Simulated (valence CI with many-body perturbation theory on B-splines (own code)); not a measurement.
A CI+MBPT run for Co⁶⁺

Computed by valence CI with perturbative core correlation (CI+MBPT): three valence electrons over a frozen Dirac-Fock core [Ar], a basis of 5 s, 5 p, 3 d, 3 f functions for each j, with the one-electron correlation potential Σ1 (screened to all orders), the two-electron term Σ2, the three-electron term Σ3, Breit, model QED; selected single and double excitations, second order for the rest, scaled by the run's own slope (own B-spline code, finite nucleus).

Command, and the settings that its task file holds:

```sh
python run_cv.py task.json out
```

```
atom Co  Z=27  mass_number=59  rms_radius_fm=3.7875
core [Ar]
valence 3d3
avg = 1
basis = S
breit = 1
cap = 10000
capref = 1200
cscale = 1
de = 0.0
dress = 0
eps = 2e-08
extrap = 1
h = 0.27
hh = 1
l2 = 3
lcore = 6
maxit = 60
n2 = 5
natural = 0
nlev = 20
nno = [2, 2, 1, 1, 0]
nroot = 26
nsp = [3, 3, 2, 2, 0]
pt2 = 1
qed = 1
rpa = 1
s1 = 1
s2 = 1
s3 = 1
screen = 1
tol = 2e-05
whole = 1
```

It took 7.2 s on 1 thread of AMD EPYC 9R45 96-Core Processor (Zen 5) (shared host).

Log. The first blocks belong to the next ion, which gives the ionisation energy. Fields: 2J, parity (1 odd), roots, reference size, generating configurations, candidates as configurations/state functions, variational space P, stored matrix elements, Davidson steps; e2 is the range of second-order energies in hartree. The first line gives the box (bohr), its intervals, the orbitals and the steps of their self-consistent field. Window is the range of levels sought, series limit the energy at which the first omitted orbital would enter, core excitation an estimate of the first excitation out of the core, left out the lowest levels not solved, and shifts from estimates the range by which levels moved from their first estimate, all in cm⁻¹.

```
rmax 13.7 intervals 64 orbitals 27 references ['3d3', '3d2 4s', '3d2 4p'] scf 6 t 0.7
2J=4 par=0 roots 2 ref 42 generators 4 cand 82/82 P 124/124 nnz 0 it 0
2J=4 par=0 roots 2 ref 42 generators 8 cand 12/12 P 136/136 nnz 0 it 0
   second order: generators 12 cand 21/21 e2 -0.00000 -0.00000
2J=6 par=0 roots 2 ref 32 generators 7 cand 68/68 P 100/100 nnz 0 it 0
2J=6 par=0 roots 2 ref 32 generators 13 cand 12/12 P 112/112 nnz 0 it 0
   second order: generators 13 cand 3/3 e2 -0.00000 0.00000
2J=8 par=0 roots 2 ref 24 generators 3 cand 30/30 P 54/54 nnz 0 it 0
2J=8 par=0 roots 2 ref 24 generators 6 cand 18/18 P 72/72 nnz 0 it 0
   second order: generators 8 cand 9/9 e2 -0.00000 -0.00000
reference levels 433, estimated 78, window 358937 1/cm; series limit 773109, core excitation 453924
2J=3 par=0 roots 7 ref 32 generators 8 cand 108/214 P 467/992 nnz 0 it 0
2J=3 par=0 roots 7 ref 32 generators 13 cand 101/208 P 568/1200 nnz 0 it 0
   second order: generators 32 cand 803/1660 e2 -0.00000 -0.00000
2J=5 par=0 roots 8 ref 34 generators 6 cand 104/238 P 446/1056 nnz 0 it 0
2J=5 par=0 roots 8 ref 34 generators 14 cand 114/257 P 560/1313 nnz 0 it 5
   second order: generators 33 cand 875/1967 e2 -0.00000 -0.00000
2J=7 par=0 roots 6 ref 25 generators 5 cand 114/268 P 388/943 nnz 0 it 0
2J=7 par=0 roots 6 ref 25 generators 14 cand 96/198 P 484/1141 nnz 0 it 0
   second order: generators 26 cand 789/1736 e2 -0.00000 -0.00000
2J=9 par=0 roots 5 ref 18 generators 6 cand 89/175 P 316/654 nnz 0 it 0
2J=9 par=0 roots 5 ref 18 generators 13 cand 93/172 P 409/826 nnz 0 it 0
   second order: generators 23 cand 577/1186 e2 -0.00000 -0.00000
2J=1 par=0 roots 3 ref 19 generators 5 cand 33/48 P 402/596 nnz 0 it 0
2J=1 par=0 roots 3 ref 19 generators 10 cand 84/123 P 486/719 nnz 0 it 0
   second order: generators 23 cand 684/985 e2 -0.00000 -0.00000
2J=11 par=0 roots 1 ref 6 generators 1 cand 28/48 P 115/240 nnz 0 it 0
2J=11 par=0 roots 1 ref 6 generators 1 cand 35/60 P 150/300 nnz 0 it 0
   second order: generators 3 cand 212/385 e2 -0.00000 -0.00000
left out: unestimated 530937, estimated 382696, shifts from estimates -3 to 0
operators 0.5
```

The Davidson iterations converged. The settings are bad on purpose, so the numbers may not be properties of the ion.

Against 6 measured levels this calculation errs by 922 cm⁻¹ on average and by 1880 at most. These come from a selection out of Sugar and Corliss, J. Phys. Chem. Ref. Data 10, 1097 (1981). Levels without a partner in it may be off by more, other configurations by 1,000 to 8,000 cm⁻¹. The list stops below the first excitations out of the core. Only levels of the ground parity were solved; by the run's estimate the other parity begins above the list, which can be wrong where configurations are misplaced.

| Property | Result |
| --- | --- |
| Valence energy | -17.35301 hartree |
| Ionisation energy | 128.73 eV (NIST: 128.9 ± 0.5 eV (semi-empirical)) |
| Reference configurations for the orbitals | 3d3, 3d2 4s, 3d2 4p |
| Radial orbitals | 27 |
| Box radius | 13.7 bohr |
| Largest variational space | 1313 |
| Lowest levels | 3d3 4F_3/2 0.0, 3d3 4F_5/2 697, 3d3 4F_7/2 1616, 3d3 4F_9/2 2715, 3d3 4P_1/2 22884, 3d3 4P_3/2 23154, 3d3 4P_5/2 24067, 3d3 2G_7/2 24599, 3d3 2G_9/2 25496, 3d3 2P_3/2 32803, 3d3 2P_1/2 33156, 3d3 2H_9/2 33221, 3d3 2H_11/2 33817, 3d3 2D_5/2 [a] 35837 cm⁻¹ |

Names give the largest LS component (configuration and term), which can be under half, so a name can repeat, a term be missing and a line seem to break the LS rules; names also repeat where a configuration has a term twice. Letters in brackets count levels of one name in rising energy.
